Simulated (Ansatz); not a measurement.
# AlH2Br (SMILES [AlH2][Br]): the vertical ionisation energy, rung by rung

The species is AlH2Br (4 atoms), meant as a singlet with charge 0. SMILES: `[AlH2][Br]`. The coordinates come from a PBE0-D4/def2-TZVP relaxation.

```xyz
4

Al   -0.1483   -0.0647   -0.1103
Br    1.6849    0.4966    1.0797
H    -0.5616   -1.5848   -0.1392
H    -0.9197    1.0927   -0.8504
```

Quantity: the vertical ionisation energy (to the doublet cation), in eV. The values are calculated.

```csv
level,kind,program,value (eV),less FCI/STO-3G,CPU time (all runs)
BLYP/STO-3G,GGA,Ansatz,7.37,+0.39,4 s
PBE/STO-3G,GGA,Ansatz,7.53,+0.55,4.1 s
B3LYP/STO-3G,global hybrid,Ansatz,7.80,+0.82,4.1 s
PBE0/STO-3G,global hybrid,Ansatz,7.85,+0.87,4.1 s
HSE06/STO-3G,range-separated hybrid,Ansatz,7.82,+0.84,4.7 s
wB97M-V/STO-3G,range-separated hybrid,Ansatz,7.96,+0.98,52 s
RPA@PBE/STO-3G,RPA,Ansatz,6.65,-0.33,5.9 s
MP2/STO-3G,perturbation theory,Ansatz,7.06,+0.08,1 s
FCI/STO-3G,exact in the basis,Ansatz,6.98,0.00,44 s
```

FCI/STO-3G is exact within its basis and frozen core, so for wave-function methods in that basis the difference is their error; functionals converge differently with the basis, so for them it is only a difference. All-electron rows without a relativistic Hamiltonian named are non-relativistic. Spin-orbit coupling, which can split open shells on such heavy atoms by tenths of an eV, is left out. The values span 6.65 to 7.96 eV. All rows use very small basis sets, so even the best lies far from the true value. In the correlated wave-function rows the outer d shell of Br is correlated, in sets not made for it. CPU times are rough (shared hosts, several kinds of processor): they show what a rung costs within a factor of a few.
